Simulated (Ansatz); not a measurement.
Basis sets compared for GeF4. Charge 0, multiplicity 1. Geometry B3LYP-D4/def2-SVP. Ansatz on 4 threads of Arm Neoverse V2 on a shared host; times are rough, and most runs start from earlier orbitals.

```xyz
5

Ge    0.000    0.000    0.000
F    -1.362   -1.017    0.136
F     1.421   -0.933    0.131
F    -0.033    1.164    1.246
F    -0.027    0.786   -1.513
```

The 6-31G sets use Cartesian d functions.

Binding counts from free atoms (Ge triplet, F doublet) in the same basis, without a counterpoise term.

```json
{"level": "HF/STO-3G", "functions": "38", "energy (Eh)": "-2443.9531", "HOMO (eV)": "-11.23", "LUMO (eV)": "9.30", "binding per atom (eV)": "2.02", "wall time": "0.1 s"}
{"level": "HF/6-31G", "functions": "65", "energy (Eh)": "-2472.8329", "HOMO (eV)": "-18.53", "LUMO (eV)": "1.22", "binding per atom (eV)": "2.18", "wall time": "0.25 s"}
{"level": "PBE-D4/def2-SVP", "functions": "88", "energy (Eh)": "-2475.2515", "HOMO (eV)": "-10.12", "LUMO (eV)": "-2.90", "binding per atom (eV)": "4.09", "wall time": "0.45 s"}
{"level": "PBE0-D4/def2-SVP", "functions": "88", "energy (Eh)": "-2475.2983", "HOMO (eV)": "-12.47", "LUMO (eV)": "-1.87", "binding per atom (eV)": "3.85", "wall time": "0.65 s"}
```

Task: Estimate the rows for HF/def2-TZVP, PBE-D4/def2-TZVP (with forces), PBE0-D4/def2-TZVP.

Result: 
```csv
level,functions,energy (Eh),HOMO (eV),LUMO (eV),binding per atom (eV),wall time
HF/def2-TZVP,172,-2473.4672,-18.42,2.32,2.72,0.85 s
PBE-D4/def2-TZVP (with forces),172,-2476.0272,-10.47,-3.11,4.08,1.1 s
PBE0-D4/def2-TZVP,172,-2476.0731,-12.68,-1.97,3.88,1.4 s
```
